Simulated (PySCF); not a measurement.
A simulated first-order isotropic EPR spectrum at 9.404 GHz has these lines.

Lines, field (mT) (relative intensity): 332.43 (1), 332.98 (6), 333.15 (1), 333.53 (15), 333.70 (6), 333.87 (1), 334.07 (20), 334.25 (15), 334.42 (6), 334.59 (1), 334.62 (15), 334.80 (20), 334.97 (15), 335.14 (6), 335.17 (6), 335.34 (15), 335.52 (20), 335.69 (15), 335.72 (1), 335.89 (6), 336.06 (15), 336.24 (20), 336.44 (1), 336.61 (6), 336.79 (15), 337.16 (1), 337.33 (6), 337.88 (1)

Question: Find the g value from the centre of the pattern.

Answer: The pattern is symmetric about 335.16 mT, so g = hν/(μB·B0) = 9404/(13.99624 × 335.16) = 2.0047, a shift of +2.4 × 10⁻³ from the free-electron value.

Question: Which couplings and how many nuclei make this pattern?

Answer: The first two lines at either end are about 0.55 mT apart, which is the smallest coupling, and their intensity ratio 1:6 counts the nuclei that share it. In full: a 1:1:1:1 quartet of 0.72 mT (20 MHz), from 1 nucleus of spin 3/2; a 1:6:15:20:15:6:1 septet of 0.55 mT (15 MHz), from 6 nuclei of spin 1/2. Check: Σ 2nI·a is the distance from the first to the last line, 5.45 mT.

Question: The radical has the formula C2H6ClSi. Propose a structure, and say which nuclei carry the couplings.

Answer: The pattern alone needn't single out one isomer; the structure behind this simulation is `C[Si](C)Cl` [radical], numbered [CH3:1][Si:2]([CH3:3])[Cl:4] (hydrogens: H5, H6, H7 on C1; H8, H9, H10 on C3). 0.72 mT: 35Cl at Cl4 (1 bond from Si2; computed sign +); 0.55 mT: 1H at H5 (×6) (2 bonds from Si2; computed sign +). The largest Mulliken spin population is on Si2 (+0.85). The angles at Si2 add up to 328.6°, so it is pyramidal.

Computed with UKS B3LYP, pcH-1 on C Cl H Si, non-relativistic, mean-field spin-orbit, GIAO in PySCF. Isolated species at its GFN2-xTB geometry, gas phase. A GFN2-xTB geometry isn't a minimum of the functional, and hyperfine couplings can be far from their values at a DFT geometry, by a factor of two or more for some ions and for spin on atoms past the first row. No stability test was run, so a lower SCF solution isn't excluded.

Means are taken over nuclei equivalent by connectivity, which assumes that they swap fast. The six 1H nuclei of mean +15.4 MHz run from -4.0 to 49.7 MHz in the frozen geometry.

Main isotope only: 35Cl (natural samples also hold 24 % 37Cl, magnetic too, which adds its own pattern).

Rare isotopes and splittings under 0.04 mT were left out of the simulation.
